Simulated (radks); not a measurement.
Coulomb parameter of the 4f shell of neutral terbium in the model configuration [Xe] 4f8 6s2 6p1, as a second difference U = [E(n + 0.5) + E(n - 0.5) - 2 E(n)] / (0.5)^2 with all orbitals relaxed. "Bare": the charge of the atom changes with n. "Screened": the 6p shell takes up the change at fixed total charge, which measures U(4f,4f) + U(6p,6p) - 2 U(4f,6p). Method: Dirac Kohn-Sham, PBEsol, spin-unpolarised, spherical densities, point nucleus; open shells are shared between the two j in proportion to 2j + 1; computed with a radial shooting solver on a logarithmic mesh with Libxc functionals.

case                  configuration  E - E(n) (eV)
start              [Xe] 4f8 6s2 6p1          0.000
bare +0.5        [Xe] 4f8.5 6s2 6p1         -4.340
bare -0.5        [Xe] 4f7.5 6s2 6p1          8.022
screened +0.5  [Xe] 4f8.5 6s2 6p0.5         -3.903
screened -0.5  [Xe] 4f7.5 6s2 6p1.5          6.153

U(bare) = 14.726 eV, U(screened by 6p) = 8.998 eV, against the Slater integral F0(4f,4f) = 30.252 eV with frozen orbitals. The step up makes a negative ion, whose loosely bound charge lowers the bare value.
